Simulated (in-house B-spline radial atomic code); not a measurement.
**Ionising Eu+ with different functionals**

Computed with a B-spline radial code for spherical atoms: four-component Dirac-Coulomb Hamiltonian, Fermi nucleus of rms radius 5.1115 fm, spin-restricted, spherical fractional occupations for the functionals. The ionisation energy is the difference of two self-consistent energies, [Xe] 4f7 6s1 → [Xe] 4f7, without Breit or QED terms; ε is the level of the shell that loses the electron (mean over j).

Hybrids are left out here: with spherical fractional occupations of an open shell their exact exchange keeps a self-interaction that integer-occupation calculations don't have.

```json
{"method": "LDA VWN5", "rung": "LDA", "ΔSCF (eV)": "11.43", "-ε(6s) (eV)": "8.78"}
{"method": "relativistic LDA", "rung": "LDA", "ΔSCF (eV)": "11.41", "-ε(6s) (eV)": "8.76"}
{"method": "LDA PW92", "rung": "LDA", "ΔSCF (eV)": "11.44", "-ε(6s) (eV)": "8.78"}
{"method": "LDA exchange-only", "rung": "LDA", "ΔSCF (eV)": "10.58", "-ε(6s) (eV)": "7.91"}
{"method": "PBE", "rung": "GGA", "ΔSCF (eV)": "11.23", "-ε(6s) (eV)": "8.52"}
{"method": "PBEsol", "rung": "GGA", "ΔSCF (eV)": "11.13", "-ε(6s) (eV)": "8.52"}
{"method": "BLYP", "rung": "GGA", "ΔSCF (eV)": "?", "-ε(6s) (eV)": "?"}
{"method": "RPBE", "rung": "GGA", "ΔSCF (eV)": "?", "-ε(6s) (eV)": "?"}
{"method": "PW91", "rung": "GGA", "ΔSCF (eV)": "11.27", "-ε(6s) (eV)": "8.55"}
{"method": "BP86", "rung": "GGA", "ΔSCF (eV)": "11.26", "-ε(6s) (eV)": "8.72"}
{"method": "AM05", "rung": "GGA", "ΔSCF (eV)": "11.10", "-ε(6s) (eV)": "8.47"}
{"method": "OLYP", "rung": "GGA", "ΔSCF (eV)": "11.11", "-ε(6s) (eV)": "8.14"}
```

Task: What does RPBE give?

Result: ΔSCF 11.19 eV, and -ε(6s) = 8.38 eV.

Task: What does BLYP give?

Result: ΔSCF 11.36 eV, and -ε(6s) = 8.56 eV.

Task: How do they compare with the NIST value?

Result: NIST lists 11.24 eV ± 0.006 (semi-empirical, ground level to ground level). Errors run from -0.66 to +0.20 eV; PBE is closest (-0.01 eV), but part of that can be cancellation, since the calculations leave out Breit-QED terms, spin polarisation, the choice among j levels, multiplet and fine-structure energies.
